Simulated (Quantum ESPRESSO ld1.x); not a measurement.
Values are calculated unless marked as measured or tabulated.
Task: All-electron atom: the promethium ion Pm22+ in [Kr] 4d3 (the NIST ground configuration). Code: ld1.x of Quantum ESPRESSO 7.5. Model: Dirac Kohn-Sham, PBE, spin-unpolarised, spherical densities, point nucleus; open shells are shared between the two j in proportion to 2j + 1. Some entries of the table are withheld. Estimate them.

| orbital | occ. | eigenvalue (eV) | r(max) (bohr) | <1/r> (bohr^-1) |
|---|---|---|---|---|
| 1s1/2 | 2 | -45621.4 | 0.015 | 67.44 |
| 2s1/2 | 2 | -7950.06 | 0.084 | 16.00 |
| 2p1/2 | 2 | -7562.86 | 0.064 | 15.98 |
| 2p3/2 | 4 | -7002.30 | 0.069 | 14.30 |
| 3s1/2 | 2 | (1) | (2) | 5.842 |
| 3p1/2 | 2 | -2049.30 | 0.224 | 5.757 |
| 3p3/2 | 4 | -1934.94 | 0.237 | 5.337 |
| 3d3/2 | 4 | -1650.46 | 0.190 | 5.211 |
| 3d5/2 | 6 | -1625.52 | 0.193 | 5.105 |
| 4s1/2 | 2 | -876.980 | 0.532 | 2.615 |
| 4p1/2 | 2 | -811.225 | 0.536 | 2.538 |
| 4p3/2 | 4 | -780.806 | 0.554 | 2.406 |
| 4d3/2 | 1.2 | -671.596 | 0.554 | 2.267 |
| 4d5/2 | 1.8 | -665.387 | 0.558 | 2.236 |

Result: 
(1) 3s1/2 eigenvalue (eV): -2214.31
(2) 3s1/2 r(max) (bohr): 0.237
